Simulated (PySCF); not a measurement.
# Radial density of Cr (chromium, neutral)

UHF, [Ar] 3d5 4s1, high-spin 7S determinant. All numbers are calculated (PySCF 2.14, the spin-free X2C one-electron Hamiltonian (Gaussian nucleus), in x2c-QZVPPall with one added diffuse shell each of s, p, d, f, g type (12s8p6d4f3g, 121 functions)).

| r (bohr) | 4πr²ρ (e/bohr) | 4πr²(ρα − ρβ) |
| --- | --- | --- |
| 0.000841 | 0.1120 | 0.0000 |
| 0.00142 | 0.2912 | 0.0000 |
| 0.00238 | 0.7434 | 0.0001 |
| 0.00400 | 1.846 | 0.0002 |
| 0.00673 | 4.369 | 0.0005 |
| 0.0113 | 9.512 | 0.0011 |
| 0.0191 | 17.97 | 0.0019 |
| 0.0320 | 26.79 | 0.0015 |
| 0.0539 | 27.81 | -0.0030 |
| 0.0907 | 21.99 | -0.0078 |
| 0.153 | 27.66 | 0.0497 |
| 0.257 | 28.39 | 0.4320 |
| 0.432 | 11.34 | 1.6920 |
| 0.726 | 13.28 | 3.3403 |
| 1.22 | 7.952 | 2.8633 |
| 2.05 | 1.713 | 1.3212 |
| 3.45 | 0.4625 | 0.4598 |
| 5.81 | 0.07715 | 0.0771 |
| 9.77 | 0.001824 | 0.0018 |

Densities and radii are taken from the X2C orbitals without a picture-change correction, which distorts them close to the nucleus.

(1) Where is the radial spin density 4πr²(ρα − ρβ) most negative, and why is it negative at all?

## Answers

(1) Around r = 0.0907 bohr, down to -0.0078 e/bohr: exchange with the open shell polarises the paired shells in an unrestricted calculation.
